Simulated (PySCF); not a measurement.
B3LYP has the VWN-RPA correlation part, as in Gaussian. Excitations are Tamm–Dancoff values on a coarser integration grid. The basis has no diffuse functions, so Rydberg states are missing or too high.

Z-matrix (Å, degrees):
```
B
O 1 1.3538
H 2 0.9629 1 114.39
Si 1 2.0336 2 117.42 3 -179.91
H 4 1.4888 1 113.84 2 -0.86
H 4 1.4915 5 108.60 1 122.15
H 4 1.4916 5 108.58 6 115.84
Si 1 2.0400 2 121.15 3 0.07
H 8 1.4895 1 110.90 2 -120.61
H 8 1.4895 9 107.76 1 121.44
H 8 1.4956 9 108.07 10 116.54
```
Charge 0, multiplicity 1.

Task: Estimate the S1 excitation (TDA), HOMO–LUMO gap, T1 excitation (TDA), LUMO, HOMO, S1–T1 gap (TDA), dipole moment and total energy that B3LYP-D3(BJ)/def2-TZVP // PBE0-D4/def2-TZVP (PySCF) returns for this input.

Result: 
```
Property                   Result
-------------------  ------------
S1 excitation (TDA)       4.09 eV
HOMO–LUMO gap             5.33 eV
T1 excitation (TDA)       3.39 eV
LUMO                     -1.78 eV
HOMO                     -7.11 eV
S1–T1 gap (TDA)           0.70 eV
dipole moment              1.73 D
total energy         -18596.50 eV
```
